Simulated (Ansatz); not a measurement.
Ge3F6. The state is a singlet with charge 0. Geometry PBE-D4/def2-SVP.

Cartesian coordinates in Å:
```
Ge 0.251 -1.399 1.693
Ge 1.362 -0.093 -1.420
Ge -1.994 0.897 -0.131
F -1.472 -0.637 1.042
F -0.610 0.283 -1.411
F -0.886 1.970 0.738
F 1.781 1.623 -1.430
F 1.252 -0.105 0.601
F 0.317 -2.539 0.319
```

The structure comes from a short search, and lower isomers may exist.

Problem. Estimate the orbital energies around the gap (eV) in Ansatz with HF/def2-TZVP, PBE-D4/def2-SVP, PBE-D4/def2-TZVP, r2SCAN-D4/def2-TZVP, PBE0-D4/def2-SVP.

Solution. 
```json
{"orbital": "HOMO−13", "HF/def2-TZVP": "-18.37", "PBE-D4/def2-SVP": "-10.50", "PBE-D4/def2-TZVP": "-10.77", "r2SCAN-D4/def2-TZVP": "-11.36", "PBE0-D4/def2-SVP": "-12.65"}
{"orbital": "HOMO−12", "HF/def2-TZVP": "-18.15", "PBE-D4/def2-SVP": "-10.30", "PBE-D4/def2-TZVP": "-10.60", "r2SCAN-D4/def2-TZVP": "-11.22", "PBE0-D4/def2-SVP": "-12.55"}
{"orbital": "HOMO−11", "HF/def2-TZVP": "-18.11", "PBE-D4/def2-SVP": "-10.22", "PBE-D4/def2-TZVP": "-10.52", "r2SCAN-D4/def2-TZVP": "-11.14", "PBE0-D4/def2-SVP": "-12.44"}
{"orbital": "HOMO−10", "HF/def2-TZVP": "-17.99", "PBE-D4/def2-SVP": "-9.90", "PBE-D4/def2-TZVP": "-10.17", "r2SCAN-D4/def2-TZVP": "-10.80", "PBE0-D4/def2-SVP": "-12.14"}
{"orbital": "HOMO−9", "HF/def2-TZVP": "-17.91", "PBE-D4/def2-SVP": "-9.84", "PBE-D4/def2-TZVP": "-10.10", "r2SCAN-D4/def2-TZVP": "-10.73", "PBE0-D4/def2-SVP": "-12.08"}
{"orbital": "HOMO−8", "HF/def2-TZVP": "-17.00", "PBE-D4/def2-SVP": "-9.04", "PBE-D4/def2-TZVP": "-9.37", "r2SCAN-D4/def2-TZVP": "-9.93", "PBE0-D4/def2-SVP": "-11.20"}
{"orbital": "HOMO−7", "HF/def2-TZVP": "-16.95", "PBE-D4/def2-SVP": "-9.02", "PBE-D4/def2-TZVP": "-9.34", "r2SCAN-D4/def2-TZVP": "-9.89", "PBE0-D4/def2-SVP": "-11.16"}
{"orbital": "HOMO−6", "HF/def2-TZVP": "-16.81", "PBE-D4/def2-SVP": "-8.94", "PBE-D4/def2-TZVP": "-9.24", "r2SCAN-D4/def2-TZVP": "-9.80", "PBE0-D4/def2-SVP": "-11.06"}
{"orbital": "HOMO−5", "HF/def2-TZVP": "-16.75", "PBE-D4/def2-SVP": "-8.86", "PBE-D4/def2-TZVP": "-9.18", "r2SCAN-D4/def2-TZVP": "-9.73", "PBE0-D4/def2-SVP": "-10.98"}
{"orbital": "HOMO−4", "HF/def2-TZVP": "-16.65", "PBE-D4/def2-SVP": "-8.81", "PBE-D4/def2-TZVP": "-9.14", "r2SCAN-D4/def2-TZVP": "-9.70", "PBE0-D4/def2-SVP": "-10.93"}
{"orbital": "HOMO−3", "HF/def2-TZVP": "-16.63", "PBE-D4/def2-SVP": "-8.81", "PBE-D4/def2-TZVP": "-9.12", "r2SCAN-D4/def2-TZVP": "-9.67", "PBE0-D4/def2-SVP": "-10.92"}
{"orbital": "HOMO−2", "HF/def2-TZVP": "-12.35", "PBE-D4/def2-SVP": "-8.04", "PBE-D4/def2-TZVP": "-8.23", "r2SCAN-D4/def2-TZVP": "-8.59", "PBE0-D4/def2-SVP": "-9.40"}
{"orbital": "HOMO−1", "HF/def2-TZVP": "-11.21", "PBE-D4/def2-SVP": "-7.13", "PBE-D4/def2-TZVP": "-7.32", "r2SCAN-D4/def2-TZVP": "-7.66", "PBE0-D4/def2-SVP": "-8.40"}
{"orbital": "HOMO", "HF/def2-TZVP": "-11.08", "PBE-D4/def2-SVP": "-7.01", "PBE-D4/def2-TZVP": "-7.19", "r2SCAN-D4/def2-TZVP": "-7.53", "PBE0-D4/def2-SVP": "-8.28"}
{"orbital": "LUMO", "HF/def2-TZVP": "1.74", "PBE-D4/def2-SVP": "-2.06", "PBE-D4/def2-TZVP": "-2.30", "r2SCAN-D4/def2-TZVP": "-2.16", "PBE0-D4/def2-SVP": "-1.29"}
{"orbital": "LUMO+1", "HF/def2-TZVP": "1.75", "PBE-D4/def2-SVP": "-2.03", "PBE-D4/def2-TZVP": "-2.26", "r2SCAN-D4/def2-TZVP": "-2.11", "PBE0-D4/def2-SVP": "-1.26"}
{"orbital": "LUMO+2", "HF/def2-TZVP": "2.47", "PBE-D4/def2-SVP": "-1.39", "PBE-D4/def2-TZVP": "-1.63", "r2SCAN-D4/def2-TZVP": "-1.46", "PBE0-D4/def2-SVP": "-0.60"}
{"orbital": "LUMO+3", "HF/def2-TZVP": "2.82", "PBE-D4/def2-SVP": "-0.95", "PBE-D4/def2-TZVP": "-1.17", "r2SCAN-D4/def2-TZVP": "-0.99", "PBE0-D4/def2-SVP": "-0.13"}
{"orbital": "LUMO+4", "HF/def2-TZVP": "2.97", "PBE-D4/def2-SVP": "-0.88", "PBE-D4/def2-TZVP": "-1.09", "r2SCAN-D4/def2-TZVP": "-0.91", "PBE0-D4/def2-SVP": "-0.05"}
{"orbital": "LUMO+5", "HF/def2-TZVP": "3.24", "PBE-D4/def2-SVP": "-0.60", "PBE-D4/def2-TZVP": "-0.82", "r2SCAN-D4/def2-TZVP": "-0.61", "PBE0-D4/def2-SVP": "0.24"}
```
